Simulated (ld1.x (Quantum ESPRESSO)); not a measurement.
## nitrogen: variants of one RRKJ potential

Base potential:

```json
{
  "Element": "nitrogen",
  "Generator": "ld1.x (Quantum ESPRESSO) 7.5",
  "Type": "norm-conserving RRKJ (Kleinman–Bylander form)",
  "Functional": "LDA (PZ)",
  "Relativity": "non-relativistic",
  "Frozen core": "[He]",
  "Valence charge": "5",
  "Reference configuration": "2s2 2p3",
  "Partial waves": "2p (bound): rc 1.90 bohr; 2s (bound): rc 0.90 bohr",
  "Local potential": "the s channel",
  "Core correction": "none"
}
```

Cutoffs, loose and tight: the cutoffs (Ry, on a coarse ladder) from which the occupation-weighted sum of valence levels, in a spherical-Bessel basis at the reference potential, stays within 10 and 1 mRy of its value at 400 Ry. They do not see the model core or the augmentation charge, which bear on the density cutoff. Test errors are all-electron minus pseudo excitation energies from the reference, over the configurations 2s2 2p2; 2s2 2p1; 2s2 2p0; 2s1 2p0; 2s2 2p3.3; 2s0 2p5; 2s1 2p3 (two spin-polarised tests are not counted in the largest error). A dash means not determined; rows that change the core or the reference have their own tests.

| change | outcome | cutoff, loose | cutoff, tight | bound ghosts | largest test error (meV) |
| --- | --- | --- | --- | --- | --- |
| base | generated | 50 Ry | 140 Ry | none | +3157 |
| functional PBEsol | generated | 55 Ry | 140 Ry | none | +2895 |
| wave 2p (bound): rc 1.90 bohr becomes 2p (bound): rc 2.58 bohr | generated | 50 Ry | 140 Ry | none | +8341 |
| core correction a·sin(br)/r model core inside 0.72 bohr | generated | 50 Ry | 140 Ry | none | +3038 |
| type TM | generated | 55 Ry | 140 Ry | none | +2547 |
| scalar-relativistic | generated | 50 Ry | 140 Ry | none | +3159 |
| all radii scaled by about 0.85 (s 0.76, p 1.62 bohr) | generated | 90 Ry | 160 Ry | none | +1808 |
| type TM; local potential the p channel | generated | 55 Ry | 140 Ry | none | +2466 |
| core correction a·sin(br)/r model core inside 0.48 bohr | generated | 50 Ry | 140 Ry | none | +2926 |
| fully relativistic | generated | 50 Ry | 140 Ry | none | +3163 |

Question: What comes out with this change to the base: local potential the p channel?

Answer: outcome: generated; cutoff, loose: 80 Ry; cutoff, tight: 110 Ry; bound ghosts: none; largest test error (meV): +2453.

Question: What comes out with this change to the base: all radii scaled by about 1.18 (s 1.06, p 2.24 bohr)?

Answer: outcome: generated; cutoff, loose: 50 Ry; cutoff, tight: 120 Ry; bound ghosts: none; largest test error (meV): +5203.

Question: What comes out with this change to the base: wave 2s (bound): rc 0.90 bohr becomes 2s (bound): rc 1.08 bohr?

Answer: outcome: generated; cutoff, loose: 45 Ry; cutoff, tight: 110 Ry; bound ghosts: none; largest test error (meV): +3170.
